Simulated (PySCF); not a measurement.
PySCF 2.14 output of an unrestricted PBE0 calculation on a single atom or ion in x2c-TZVPPall with one added diffuse shell each of s, p, d type (12s8p8d2f2g, 108 functions), with the spin-free X2C one-electron Hamiltonian (Gaussian nucleus):

```
SCF conv_tol = 1e-09
number electrons alpha = 36  beta = 35
    C. Adamo and V. Barone.,  J. Chem. Phys. 110, 6158 (1999)
    M. Ernzerhof and G. E. Scuseria.,  J. Chem. Phys. 110, 5029 (1999)
cycle= 1 E= -14563.1829693656  delta_E= -0.022  |g|= 0.278  |ddm|= 0.502
cycle= 2 E= -14563.177834505  delta_E= 0.00513  |g|= 0.348  |ddm|= 0.347
cycle= 3 E= -14563.1923524889  delta_E= -0.0145  |g|= 0.0058  |ddm|= 0.207
cycle= 4 E= -14563.1925189699  delta_E= -0.000166  |g|= 0.00295  |ddm|= 0.0356
cycle= 5 E= -14563.1926203829  delta_E= -0.000101  |g|= 0.000906  |ddm|= 0.0497
cycle= 6 E= -14563.192623184  delta_E= -2.8e-06  |g|= 0.000259  |ddm|= 0.00919
cycle= 7 E= -14563.1926232168  delta_E= -3.28e-08  |g|= 6.59e-05  |ddm|= 0.000854
cycle= 8 E= -14563.192623219  delta_E= -2.28e-09  |g|= 4.64e-06  |ddm|= 0.000236
cycle= 9 E= -14563.1926232191  delta_E= -4.73e-11  |g|= 8.17e-07  |ddm|= 3.17e-05
converged SCF energy = -14563.1926232191  <S^2> = 0.81793463  2S+1 = 2.0668185
```

The run itself started from symmetry-adapted Hartree-Fock orbitals and held the occupation by maximum overlap, on a logarithmic radial grid, so the iterations belong to that start.

Question: Which element, charge and spin multiplicity is this?

Answer: Lu (lutetium, neutral), multiplicity 2; the state was [Xe] 4f14 6s2 6p1, 2P determinant (an excited configuration).

Spin-orbit coupling, absent here, splits the open shell strongly. ⟨S²⟩ = 0.82 against 0.75 shows spin contamination.
